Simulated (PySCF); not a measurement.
## C₇H₁₆Si: full NMR table

- Formula: C7H16Si
- SMILES: C/C=C/[SiH2]C(C)(C)C
- Point group of the computed structure: C1
- Degrees of unsaturation: 1
- Carbon signals: 5
- Proton signals: 5

Atoms are numbered as in `[CH3:1]/[CH:2]=[CH:3]/[SiH2:4][C:5]([CH3:6])([CH3:7])[CH3:8]`; H(Xn) means a hydrogen on atom n.

One conformer, rapidly exchanging positions averaged, non-relativistic, in vacuum. σ from GIAO-PBE0/pcSseg-1; structure optimised with GFN2-xTB; PySCF 2.14.

Chemical shifts δ = σref − σ; TMS for ¹H (31.72 ppm), ¹³C (186.93 ppm), ²⁹Si (349.16 ppm), all at this level.

| carbon | δC, type | δH (multiplicity) | HMBC from (2–3 bonds) | span of the C tensor (ppm) |
| --- | --- | --- | --- | --- |
| C1 | 27.2, CH3 | 2.05 (d) | H(C2), H(C3) | 40 |
| C2 | 157.5, CH | 6.48 (m) | H(C3), H(Si4), H(C1) | 252 |
| C3 | 129.7, CH | 6.07 (m) | H(C2), H(Si4), H(C1) | 216 |
| C5 | 21.2, C | – | H(C3), H(Si4), H(C6)/H(C7)/H(C8) | 7 |
| C6/C7/C8 | 29.2, CH3 | 1.00 (s) | H(Si4), H(C6)/H(C7)/H(C8) | 44 |

Other nuclei:
```json
{"atoms": "H(Si4)", "nucleus": "¹H", "environment": "hydrogen on a silicon bonded to 2 C", "δ (ppm)": "4.12", "σ (ppm)": "27.59"}
{"atoms": "Si4", "nucleus": "²⁹Si", "environment": "silicon bonded to 2 C, 2 H", "δ (ppm)": "-28.0", "σ (ppm)": "377.2"}
```

Carbon types of the structure: 1 × C, 2 × CH, 4 × CH3, leaving 2 H on heteroatoms. δC 157.5, 129.7: alkene CH; the olefinic region. δC 29.2: methyl carbon; saturated and bonded to C and H only. δC 27.2: allylic methyl carbon; saturated and bonded to C and H only. δH 6.48, 6.07: hydrogen on an alkene CH; a vinylic proton, deshielded by the sp2 carbon and the C=C anisotropy. δH 2.05: hydrogen on an allylic methyl carbon; allylic position.

Shifts are as computed. Against solution values, carbons near 30 ppm lie about +3 ppm off and those near 130 ppm about +5 ppm. Of 1211 compounds with measured shifts, 218 miss one by over three times the rms of a fit or turn the order of signals round; such compounds aren't used in these exercises. No couplings were computed; multiplicities are counted from neighbouring protons, with m where these are inequivalent, close in shift, in a saturated or five-membered ring or joined by F or P, and br s for small geminal =CH2 splittings.
